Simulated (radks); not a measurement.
Q: Yb1.5+, configuration [Xe] 4f14 6s(up 0.25, down 0.25) (fractional occupations, a model configuration). All-electron calculation, scalar-relativistic Kohn-Sham, BLYP, spin-polarised, spherical densities, point nucleus. Program: a radial shooting solver on a logarithmic mesh with Libxc functionals. Some entries of the table are withheld. Estimate them.

| orbital | occ. | eigenvalue (hartree) | <r^2> (bohr^2) |
|---|---|---|---|
| 1s | 2 | -2251.376 | 0.0005297 |
| 2s | 2 | -381.7586 | 0.008208 |
| 2p | 6 | (1) | 0.006713 |
| 3s | 2 | -86.33479 | 0.05368 |
| 3p | 6 | (2) | 0.05420 |
| 3d | 10 | (3) | 0.04509 |
| 4s | 2 | -17.28464 | 0.2688 |
| 4p | 6 | -12.80760 | 0.3058 |
| 4d | 10 | -6.91869 | 0.3645 |
| 5s | 2 | -2.40556 | (4) |
| 5p | 6 | (5) | 2.389 |
| 4f | 14 | -0.49328 | 0.8536 |
| 6s | 0.5 | -0.45498 | 12.80 |

A: 
(1) 2p eigenvalue (hartree): -336.4883
(2) 3p eigenvalue (hartree): -72.69209
(3) 3d eigenvalue (hartree): -56.08944
(4) 5s <r^2> (bohr^2): 1.645
(5) 5p eigenvalue (hartree): -1.39324
